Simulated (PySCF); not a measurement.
FMg (SMILES [F][Mg]), doublet, at a GFN2-xTB geometry (such geometries of metal compounds can be far from the true shape) (the spin is typed, not shown lowest).

Here is a job for PySCF.
```python
from pyscf import gto, scf, dft

mol = gto.M(
    atom='''
Mg   -0.000000   -0.000000   -0.741648
F     0.000000    0.000000    0.988863
''',
    basis='cc-pvdz',
    charge=0,
    spin=1,
    verbose=4,
)

mf = dft.UKS(mol)
mf.xc = 'blyp'
mf = mf.density_fit(auxbasis='def2-universal-jkfit')
mf.kernel()
```

Question: What does this run give for the <S^2>, HOMO energy, number of basis functions?

Answer: 
```
Quantity                     Result
-------------------------  --------
<S^2>                         0.750
HOMO energy                -4.64 eV
number of basis functions        32
```

These values belong to the state on which the SCF converged, which isn't shown to be the lowest.
